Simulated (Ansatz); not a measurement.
Consider the substitution at a C–Ga bond: `[CH3][Ga]([CH3])[NH2]` + `N=CS` → `C/N=C/S` + `[CH3][GaH][NH2]`.

Program: Ansatz. Geometries: PBE0-D4/def2-TZVP. ΔE: electronic, gas phase. CBS: MP2 limit from def2 TZ/QZ plus the TZ coupled-cluster correction, frozen cores. This one scheme is used for every species. DFT in def2-TZVPP. For Ga outer-core shells are correlated without core-valence functions, which leaves a few kJ/mol of doubt a bond. Scalar relativity is left out up to krypton. One conformer a species, not always the lowest.

| level | ΔE (eV) |
| --- | --- |
| PBE-D4 | 0.52 |
| CCSD(T)/def2-TZVPP | 0.59 |

What does CCSD(T)/CBS give? (Estimate.)

The calculation gave: +0.61 eV. The listed levels differ from it by -0.09, -0.02 eV.

Largest T1 diagnostic among the species: 0.014.

In def2-TZVPP, CCSD(T) changes the Hartree–Fock value by +0.12 eV (the triples alone add +0.01 eV) and MP2 by +0.15 eV.
